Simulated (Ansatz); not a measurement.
Ga5P4H16⁻, a cluster cut from zinc blende GaP (hydrogen-capped) was relaxed with PBE-D4 (def2-SVP) in Ansatz in these states: charge -1 singlet, neutral doublet. The geometries follow in no particular order.

A:

Cartesian coordinates in Å:
```
Ga 1.670 -2.070 1.308
Ga 1.025 -1.122 -2.542
Ga -2.146 -1.453 0.003
Ga -0.655 1.369 2.544
Ga -1.305 2.317 -1.305
P 0.135 -2.052 -0.526
P 1.444 0.251 2.016
P 0.762 1.245 -2.022
P -1.854 0.887 0.532
H 3.175 -2.266 0.832
H 1.103 -2.915 2.528
H 2.585 -1.393 -2.694
H 0.050 -1.369 -3.772
H -2.583 -2.225 1.324
H -3.024 -1.572 -1.318
H -1.241 0.553 3.775
H -0.331 2.919 2.696
H -2.306 2.104 -2.521
H -0.926 3.788 -0.832
H 0.054 -3.447 -0.856
H 2.321 0.442 3.133
H 2.171 1.074 1.096
H 1.253 1.982 -3.149
H 1.802 1.623 -1.114
H -3.179 1.330 0.864
```

B:

```xyz
25

Ga   -2.618    0.195   -0.816
Ga    0.660   -0.887   -2.929
Ga    1.011    2.178   -0.613
Ga   -0.511    1.559    2.583
Ga    1.925   -1.629    1.158
P    -0.534    0.911   -1.836
P    -1.971   -0.034    1.524
P     0.757   -2.211   -0.880
P     1.453    0.748    1.340
H    -2.939   -1.255   -1.350
H    -3.619    1.414   -0.809
H    -0.316   -1.631   -3.922
H     2.145   -0.460   -3.248
H     0.837    3.719   -0.382
H     2.521    1.577   -0.827
H    -0.953    3.005    2.148
H    -0.076    1.137    4.049
H     3.469   -1.774    0.890
H     1.149   -2.267    2.380
H    -0.978    1.839   -2.832
H    -3.178   -0.074    2.292
H    -1.477   -1.339    1.840
H     1.241   -3.523   -1.182
H    -0.584   -2.572   -0.533
H     2.585    1.374    1.956
```

**Question.** Judge from the bond lengths which geometry belongs to which state (an estimate).

**Answer.** A is the charge -1 singlet (Ga3–P6 2.417 Å, Ga4–P9 2.392 Å, Ga3–H15 1.591 Å); B is the neutral doublet (Ga3–P6 2.342 Å, Ga4–P9 2.461 Å, Ga3–H15 1.640 Å).
